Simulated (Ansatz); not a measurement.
Consider the homolysis of the Cl–Si bond: `F[Si](Cl)(Cl)[SiH2]Cl` → Cl• + `F[Si]([SiH2])(Cl)Cl`•.

Isolated molecules relaxed with PBE0-D4/def2-TZVP in Ansatz; ΔE leaves out vibrations. CCSD(T)/CBS is the MP2 limit (def2-TZVPP, def2-QZVPP) plus CCSD(T) − MP2 in def2-TZVPP, frozen cores. This one scheme is used for every species, atoms too. DFT in def2-TZVPP. B3LYP here is the variant with VWN-RPA as its local correlation; programs differ in this. Open shells (•) are unrestricted, without spin–orbit coupling. Spin–orbit coupling would lower the free atoms: a little for Cl. One conformer a species, not always the lowest.

```
             level  ΔE (kcal/mol)  difference from CCSD(T)/CBS
            PBE-D4          106.0                         -2.1
         r2SCAN-D4          104.7                         -3.4
           PBE0-D4          105.3                         -2.8
           ωB97M-V          108.7                          0.6
            r2SCAN          104.2                         -3.9
              PBE0          103.9                         -4.2
             B3LYP          101.0                         -7.1
     HF/def2-TZVPP           80.0                        -28.1
    MP2/def2-TZVPP          108.9                          0.8
   CCSD/def2-TZVPP          101.1                         -7.0
CCSD(T)/def2-TZVPP          103.4                         -4.7
     HF/def2-QZVPP           80.2                        -27.9
    MP2/def2-QZVPP          111.6                          3.5
SCS-MP2/def2-QZVPP          109.5                          1.4
      HF/CBS(def2)           80.2                        -27.9
    CCSD/CBS(def2)          105.8                         -2.3
       CCSD(T)/CBS          108.1                            0
```

Largest T1 diagnostic among the species: 0.013.

The D4 term adds +2.4 kcal/mol with B3LYP and +1.3 kcal/mol with PBE0; it sums over pairs of atoms, weighted by their polarisabilities, and B3LYP, whose exchange is more repulsive, gets the larger term. In def2-TZVPP, CCSD(T) changes the Hartree–Fock value by +23.3 kcal/mol (the triples alone add +2.3 kcal/mol) and MP2 by +28.9 kcal/mol; breaking electron pairs costs correlation energy, which Hartree–Fock lacks.

CCSD(T)/CBS has its own doubt, a few kJ/mol and more with outer-core shells, so smaller differences from it don't rank the levels.
